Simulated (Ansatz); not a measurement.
Relaxation of ClF₅Mo (7 atoms, charge 0, multiplicity 1), to a largest force component of 0.02 eV/Å in at most 40 steps.

Theory: Ansatz 0.2.0, RKS B3LYP/def2-SVP.

```xyz
7
Properties=species:S:1:pos:R:3:forces:R:3
Mo 0.000 0.000 0.000 -2.98 0.00 0.00
F 0.000 0.000 1.770 0.08 0.00 2.68
F 1.770 0.000 0.000 2.68 0.00 0.00
F 0.000 1.770 0.000 0.08 2.68 0.00
Cl -2.310 0.000 0.000 -0.04 0.00 0.00
F 0.000 -1.770 0.000 0.08 -2.68 0.00
F 0.000 0.000 -1.770 0.08 0.00 -2.68
```

Where does it end, and by what steps?

The forces met the threshold. After 3 steps the energy has fallen by 0.415 eV; F2 moved furthest, 0.06 Å.

```csv
step,energy less start (eV),largest force component (eV/Å),accepted
0,0.0000,2.984,yes
1,-0.3944,1.041,yes
2,-0.4143,0.124,yes
3,-0.4147,0.018,yes
```

```xyz
7
Properties=species:S:1:pos:R:3
Mo -0.039 0.000 0.000
F 0.004 0.000 1.833
F 1.800 0.000 0.000
F 0.004 1.833 0.000
Cl -2.316 0.000 0.000
F 0.004 -1.833 0.000
F 0.004 0.000 -1.833
```

Whether the end is a true minimum wasn't checked by a vibrational analysis.

The run took 2.3 min on 2 threads of Intel(R) Xeon(R) Processor @ 2.50GHz (Skylake/Cascade Lake), on a shared host, peak memory 0.32 GiB.
